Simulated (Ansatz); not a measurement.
CH₅NOSi (`N[SiH2]C=O`). Total charge 0; spin multiplicity 1. The geometry is a stationary point of PBE0-D4/def2-TZVP. It is one conformer, not always the lowest.

```xyz
9

N     0.373    0.213   -1.400
Si   -0.543    0.484    0.005
C     0.312   -0.640    1.309
O     1.212   -1.378    0.989
H     0.122    0.503   -2.328
H     1.045   -0.538   -1.379
H    -1.982    0.089   -0.061
H    -0.514    1.892    0.492
H    -0.025   -0.624    2.373
```

Problem. What is the dipole moment at PBE/def2-TZVPP? (Estimate.)

Solution. The calculation gave: 1.57 D, with components (-1.09, 0.79, -0.82) D in this frame, pointing from negative to positive charge.

Problem. And with r2SCAN, B3LYP, ωB97M-V? (An estimate is asked.)

Solution. Ansatz gave: r2SCAN 1.68 D, B3LYP 1.77 D, ωB97M-V 1.78 D.

Problem. Give the Mulliken charges with PBE, B3LYP, r2SCAN in def2-TZVPP. (Estimate.)

Solution. Computed: 
| atom | PBE | B3LYP | r2SCAN |
| --- | --- | --- | --- |
| N1 | -0.39 | -0.41 | -0.46 |
| Si2 | 0.34 | 0.43 | 0.45 |
| C3 | 0.08 | 0.07 | 0.14 |
| O4 | -0.23 | -0.27 | -0.29 |
| H5 | 0.15 | 0.14 | 0.16 |
| H6 | 0.16 | 0.16 | 0.18 |
| H7 | -0.08 | -0.09 | -0.10 |
| H8 | -0.07 | -0.08 | -0.09 |
| H9 | 0.04 | 0.06 | 0.02 |

B3LYP here is the variant with VWN-RPA as its local correlation; programs differ in this.
